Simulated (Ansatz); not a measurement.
C3H6ClFSi, SMILES `F/C(=C/Cl)C[SiH3]`, charge 0, multiplicity 1.

Give a relaxed structure at PBE0-D4/def2-TZVP (the Gaussian-basis code of Ansatz). (Best estimate.)

Ansatz gave: 
Z-matrix (Å, degrees):
```
C
Si 1 1.895
C 1 1.474 2 112.4
H 1 1.094 2 108.9 3 121.2
H 1 1.092 2 108.1 3 -121.4
H 2 1.484 1 110.2 3 -57.8
H 2 1.484 1 109.3 3 62.6
H 2 1.486 1 108.8 3 -177.7
C 3 1.327 1 129.6 2 -100.0
F 3 1.345 1 113.5 2 78.3
Cl 9 1.714 3 122.4 1 -1.2
H 9 1.080 3 121.9 1 178.6
```
This is one stationary point; other conformers may exist.
